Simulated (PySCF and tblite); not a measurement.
Results of a calculation; reference values are marked as such.
C₅H₉FO, numbered as in [CH3:1][C@@:2]1([F:3])[CH2:4][CH2:5][O:6][CH2:7]1. Level: PBE0-D3(BJ)/pcSseg-1//GFN2-xTB, thermal terms from GFN2-xTB, symmetry numbers and mirror pairs counted. Conformers within 3 kcal/mol (GFN2-xTB free energy) were kept, 10 at most. GIAO shieldings: PBE0/pcSseg-1. Shifts are against TMS (¹H), TMS (¹³C), CFCl3 (¹⁹F) at the same level; of two unlike H on one atom, a is the less shielded. (PySCF 2.14, tblite 0.8.)

The 5-ring runs over atoms 2–4–5–6–7.

```json
{"conformer": "1", "shape": "5-ring between envelope and twist (ring torsions -29, 41, -35, 15, 8°)", "point group": "C1", "mirror pair": "no", "ΔE(DFT)": "0.00", "Δ(G−E) at 260 K": "0.00", "δ H5b (ppm)": "4.19"}
{"conformer": "2", "shape": "5-ring between envelope and twist (ring torsions 32, -39, 30, -8, -14°)", "point group": "C1", "mirror pair": "no", "ΔE(DFT)": "0.57", "Δ(G−E) at 260 K": "-0.08", "δ H5b (ppm)": "3.62"}
```

Energies in kcal/mol; the thermal term leaves out symmetry numbers and mirror images.

Task: Work out the weights at 260 K and the ¹H shift of H5b under fast exchange.

Result: RT = 0.517 kcal/mol. Each conformer gets RT ln(σ/g), with σ the rotational symmetry number and g = 2 for a mirror pair: 1: σ = 1, g = 1, G = 0.00 + 0.00 + 0.00 = 0.00, 0.00 above the lowest, exp(−ΔG/RT) = 1.000; 2: σ = 1, g = 1, G = 0.57 − 0.08 + 0.00 = 0.50, 0.50 above the lowest, exp(−ΔG/RT) = 0.382. The sum is 1.382, so the weights are 72.3, 27.7 %. The averaged shift is 4.03 ppm. At 298.15 K it is 4.02 ppm. At 298.15 K the leading conformer alone gives 4.19 ppm and bare DFT energies give 4.03 ppm.


Conformer gaps in pcSseg-1 on xTB geometries can be 2 kcal/mol off for S=O, P=O and other polar bonds.